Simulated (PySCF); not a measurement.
CH8O2Si2, SMILES C[Si](O)(O)[SiH3].

The structure is a stationary point at PBE0-D3(BJ)/def2-SVP. The structure was generated by enumeration, and PubChem lists no compound with its InChIKey, so it may never have been made. The values are those of a single conformer.

Computed with SMD-PBE0/def2-SVP (PySCF).

Solvation free energies are E(SMD) − E(gas) at the gas-phase geometry, for 1 M in both phases. In vacuum the dipole moment is 2.82 D.

**Question.** Rank water, chlorobenzene, ethylethanoate by solvation free energy, most negative first.

**Answer.** water (-6.3 kcal/mol), ethylethanoate (-5.1 kcal/mol), chlorobenzene (-4.6 kcal/mol)
